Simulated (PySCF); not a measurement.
Level of theory: TPSSh-D3(BJ)/def2-TZVP // PBE-D3(BJ)/def2-SVP (PySCF). Gas-phase values, no solvent. One relaxed conformer stands for a flexible species; it need not be the lowest. 

Reference species: [Zr(Cl)4] (neutral, multiplicity 1).

```yaml
charge on the central atom (Mulliken): 1.38 e
coordination_number: 4
LUMO: -3.21 eV
HOMO: -9.01 eV
```

After one change: the charge on the central atom (Mulliken) rises by 0.14 e; the coordination number stays essentially unchanged; the LUMO increases by 0.72 eV; the HOMO rises by 0.43 eV.

Name the change that produced these shifts. The new species is one of these.
A. [Zr(Cl)3(OH)]
B. [Zr(Cl)2(OH)2]
C. [Zr(OH)4]
D. [Zr(Cl)(OH)3]

A, [Zr(Cl)3(OH)]
